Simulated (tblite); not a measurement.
Species: C5H13Si2 (doublet state).
Numbering: `[CH2:1][C@H:2]([CH3:3])/[C:4]([SiH3:5])=[CH:6]\[SiH3:7]` (hydrogens: H8, H9 on C1; H10 on C2; H11, H12, H13 on C3; H14, H15, H16 on Si5; H17 on C6; H18, H19, H20 on Si7)

Cartesian coordinates in Å at the GFN2-xTB level; atoms count from 1:
```xyz
20
C5H13Si2 angstrom
C      0.434   -1.328    0.932
C     -0.702   -0.615    0.230
C     -0.959   -1.172   -1.169
C     -0.314    0.832    0.146
Si    -1.637    2.173    0.017
C      0.988    1.069    0.163
Si     2.168   -0.464    0.248
H      0.408   -1.135    2.001
H      0.440   -2.400    0.759
H     -1.626   -0.734    0.817
H     -1.774   -0.636   -1.652
H     -1.223   -2.227   -1.117
H     -0.066   -1.065   -1.780
H     -2.592    1.823   -1.039
H     -1.009    3.458   -0.282
H     -2.348    2.240    1.298
H      1.400    2.062    0.091
H      3.272    0.387   -0.352
H      2.876   -0.770    1.506
H      2.259   -1.488   -0.819
```

The geometry is computed with GFN2-xTB (gas phase). This method treats the open shell by occupation alone, without spin polarisation.

Masses are those of the commonest isotopes; rigid-rotor values at the optimised geometry. The values belong to one conformer with, in the numbering `[CH2:1][C@H:2]([CH3:3])/[C:4]([SiH3:5])=[CH:6]\[SiH3:7]`, H–C1–C2–C3 -163° and -40°, C1–C2–C4–Si5 -155°.

Q: What are A, B and C (GHz)?

A: Ia = 183.13, Ib = 425.02, Ic = 529.03 u·Å²; 505379 MHz·u·Å²/I gives 2760, 1189 and 955.3 MHz, that is A = 2.7596, B = 1.1891, C = 0.9553 GHz.

Q: Classify the top.

A: An asymmetric top. Ray's parameter κ = (2B − A − C)/(A − C) = -0.741; −1 is the prolate and +1 the oblate limit.

Q: Is it planar, by Δ = Ic − Ia − Ib?

A: Not planar: Δ = Ic − Ia − Ib = -79.13 u·Å². For a rigid frame Δ = −2 Σ m c², so Σ m c² = 39.56 u·Å² lies off the ab plane: 17.02 from hydrogen and 22.54 from heavier atoms. The atom farthest from that plane is 1.96 Å away.

Q: Give the other two planar moments, Paa and Pbb, and the rms extents of the mass along the axes.

A: Paa = Σ m a² = (Ib + Ic − Ia)/2 = 385.46 and Pbb = Σ m b² = (Ia + Ic − Ib)/2 = 143.57 u·Å². With the mass M = 129.06 u, the rms extents √(P/M) along a, b and c are 1.73, 1.05, 0.55 Å.

Q: Where do the levels up to J = 4 lie, in MHz?

A: Above 0(0,0):
J = 1: 1(0,1) 2144, 1(1,1) 3715, 1(1,0) 3949
J = 2: 2(0,2) 6409, 2(1,2) 7770, 2(1,1) 8471, 2(2,1) 13183, 2(2,0) 13207
J = 3: 3(0,3) 12747, 3(1,3) 13838, 3(1,2) 15239, 3(2,2) 19616, 3(2,1) 19735, 3(3,1) 28068, 3(3,0) 28069
J = 4: 4(0,4) 21097, 4(1,4) 21904, 4(1,3) 24231, 4(2,3) 28175, 4(2,2) 28522, 4(3,2) 36689, 4(3,1) 36700, 4(4,1) 48462, 4(4,0) 48462
The levels of one J sum to (2J + 1)J(J + 1)(A + B + C)/3.

Q: Estimate the classical rotational partition function at 25 K, 50 K and 500 K.

A: Point group C1, symmetry number σ = 1; q = (√π/σ)·√((kT/h)³/(ABC)), k/h = 20836.6 MHz/K: 11900 at 25 K, 33700 at 50 K, 1060000 at 500 K.

For this open shell read J as N, the rotation without spin; fine and hyperfine splittings come on top. Its GFN2-xTB frequencies are all real (lowest 46 cm⁻¹). Constants of a rigid frame at the computed geometry: no zero-point averaging, no centrifugal distortion.

Hardware: Arm Neoverse V1, one thread, no GPU, on a shared host. Cost: 0.9 s wall. These figures are those of the optimisation.
